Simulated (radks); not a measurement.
Coulomb parameter of the 3d shell of the manganese ion Mn2+ in the model configuration [Ar] 3d4 4p1, as a second difference U = [E(n + 0.5) + E(n - 0.5) - 2 E(n)] / (0.5)^2 with all orbitals relaxed. "Bare": the charge of the atom changes with n. "Screened": the 4p shell takes up the change at fixed total charge, which measures U(3d,3d) + U(4p,4p) - 2 U(3d,4p). Calculated with a radial shooting solver on a logarithmic mesh with Libxc functionals: scalar-relativistic Kohn-Sham, r2SCAN, spin-unpolarised, spherical densities, finite nucleus; meta-GGA in the generalised Kohn-Sham scheme; Fermi nuclear charge, rms radius 3.7057 fm.

| case | configuration | E - E(n) (eV) |
|---|---|---|
| start | [Ar] 3d4 4p1 | 0.000 |
| bare +0.5 | [Ar] 3d4.5 4p1 | -13.674 |
| bare -0.5 | [Ar] 3d3.5 4p1 | 17.839 |
| screened +0.5 | [Ar] 3d4.5 4p0.5 | -7.136 |
| screened -0.5 | [Ar] 3d3.5 4p1.5 | 8.407 |

U(bare) = 16.660 eV, U(screened by 4p) = 5.082 eV, against the Slater integral F0(3d,3d) = 23.663 eV with frozen orbitals.
